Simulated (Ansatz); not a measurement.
Species: HGeOBr, charge 0, singlet. HGeOBr (SMILES [OH][Ge][Br]).
B3LYP-D3(BJ)/def2-TZVP minimum from Ansatz (a first-principles code):
```xyz
4

Ge    -0.0607    -0.7385     0.7806
Br     0.2826     1.1539    -0.6047
O     -0.8553    -1.7649    -0.4611
H     -1.1063    -2.6359    -0.1283
```

Total energies in hartree (Ansatz). Radicals and triplets start from unrestricted determinants; spin-orbit coupling is neglected. Correlated methods leave the cores frozen (noble-gas shells, and filled d and f shells in the p block). No relativity. Where a partner has so few electrons that a lower coupled-cluster level is exact, that level stands in. Spin-orbit terms, left out, reach several kcal/mol for Br and I, and more for heavier atoms.

```tsv
species	HF/cc-pVTZ	CCSD(T)/cc-pVTZ	HF/cc-pVQZ	CCSD(T)/cc-pVQZ	CCSDT(Q)/cc-pVTZ
1: HGeOBr (SMILES [OH][Ge][Br])	-4723.41658	-4723.95689	-4723.42993	-4724.01414	-4723.95897
2: Ge (triplet)	-2075.36107	-2075.42794	-2075.36359	-2075.43284	-2075.42848
3: Br (doublet)	-2572.44509	-2572.60263	-2572.44802	-2572.62195	-2572.60328
4: O (triplet)	-74.81176	-74.97396	-74.81729	-74.99357	-74.97430
5: H (doublet)	-0.49981	-0.49981	-0.49995	-0.49995	-0.49981
```

Task: Work out the atomisation energy (electronic, to ground-state atoms) in kcal/mol: take Hartree-Fock from cc-pVQZ, extrapolate the CCSD(T) correlation energy as X^-3 (X = 3, 4), and add CCSDT(Q) - CCSD(T) in cc-pVTZ. 1 hartree = 627.51 kcal/mol.

Result: 
Species 1: correlation (64·(-0.58421) - 27·(-0.54031))/37 = -0.61625; step -0.00208; E1 = -4723.42993 + (-0.61625) + (-0.00208) = -4724.04826
Species 2: correlation (64·(-0.06925) - 27·(-0.06687))/37 = -0.07099; step -0.00054; E2 = -2075.36359 + (-0.07099) + (-0.00054) = -2075.43512
Species 3: correlation (64·(-0.17393) - 27·(-0.15754))/37 = -0.18589; step -0.00065; E3 = -2572.44802 + (-0.18589) + (-0.00065) = -2572.63456
Species 4: correlation (64·(-0.17628) - 27·(-0.16220))/37 = -0.18655; step -0.00034; E4 = -74.81729 + (-0.18655) + (-0.00034) = -75.00418
Species 5: correlation (64·(0.00000) - 27·(0.00000))/37 = 0.00000; step +0.00000; E5 = -0.49995 + (0.00000) + (+0.00000) = -0.49995
-1·E1 +1·E2 +1·E3 +1·E4 +1·E5 = 0.47445 hartree = 297.7 kcal/mol.
